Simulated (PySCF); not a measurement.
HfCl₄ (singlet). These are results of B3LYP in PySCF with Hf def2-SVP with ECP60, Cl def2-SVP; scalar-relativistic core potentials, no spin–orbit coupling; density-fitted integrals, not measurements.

Harmonic bands of its minimum:

| ω (cm⁻¹) | IR (km/mol, summed over degenerate members) | degeneracy |
| --- | --- | --- |
| 98 | 0.0 | 2 |
| 99 | 11.0 | 3 |
| 376 | 0.0 | 1 |
| 391 | 226 | 3 |

Q: The central atom is Hf. Infer the point group and assign the bands.

A: Td. The modes span e + 2t2 + a1: 98 e, 99 t2, 376 a1, 391 t2. The computed geometry has Hf–Cl 2.342 Å (×4); Cl–Hf–Cl 109.5° (×6).

Stability towards spin polarisation was not tested. Other isomers or separated fragments may lie lower. Spin–orbit coupling, left out here, can matter for elements this heavy.
